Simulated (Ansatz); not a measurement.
C4H10Ga (SMILES C[CH2][Ga+][CH2]C), charge +1, singlet, at a GFN2-xTB geometry (such geometries of metal compounds can be far from the true shape). Base run: HF/STO-3G run with Ansatz (an electronic-structure program).

The Ansatz input:
Ansatz 0.2 input:
```yaml
crystal:
  periodic: [false, false, false]
  atoms:
    - {symbol: Ga, position_ang: [-0.06165786, 0.01176005, 0.13691187]}
    - {symbol: C, position_ang: [1.66909608, -0.90750982, 0.97669008]}
    - {symbol: C, position_ang: [1.78074598, -2.36640149, 0.56561244]}
    - {symbol: H, position_ang: [1.56043898, -0.79232305, 2.06129048]}
    - {symbol: H, position_ang: [2.51939496, -0.31357011, 0.62240419]}
    - {symbol: H, position_ang: [1.87194044, -2.47910199, -0.51618546]}
    - {symbol: H, position_ang: [0.92989129, -2.95379643, 0.91461952]}
    - {symbol: H, position_ang: [2.67964241, -2.78814035, 1.01681932]}
    - {symbol: C, position_ang: [-1.79398570, 0.94519176, -0.68341230]}
    - {symbol: C, position_ang: [-1.45537834, 2.29066249, -1.30409025]}
    - {symbol: H, position_ang: [-2.49524523, 1.04233967, 0.15336149]}
    - {symbol: H, position_ang: [-2.19064808, 0.23896438, -1.42173093]}
    - {symbol: H, position_ang: [-0.74454729, 2.19248551, -2.12653161]}
    - {symbol: H, position_ang: [-1.05381448, 2.98882992, -0.56776613]}
    - {symbol: H, position_ang: [-2.36852758, 2.72809334, -1.70934893]}
basis:
  gaussian:
    orbitals: STO-3G
hamiltonian:
  xc: hf
total_charge: 1
```

Each row names what was changed in the base input (with any setting that the change needs).

```csv
change,ΔE vs base (mEh)
base,0.000
fitting.mean_field = cc-pVTZ-JKFIT,___
"point_charge = charge:1.0 position_ang:3.3813, -0.9973, -6.1914",71.819
lower_state_search = light,0.000
nuclear_model = gaussian,___
"point_charge = charge:-1.0 position_ang:4.2543, 5.0119, 2.3188",-75.741
"point_charge = charge:0.5 position_ang:5.4484, 4.3824, 0.5456",37.069
fitting.mean_field = def2-universal-JKFIT,-0.716
lower_state_search = off,0.000
lower_state_search = full,0.000
accuracy = high,-0.018
```

What belongs in the gaps?


- fitting.mean_field = cc-pVTZ-JKFIT, ΔE vs base (mEh): 5.548
- nuclear_model = gaussian, ΔE vs base (mEh): 4.977
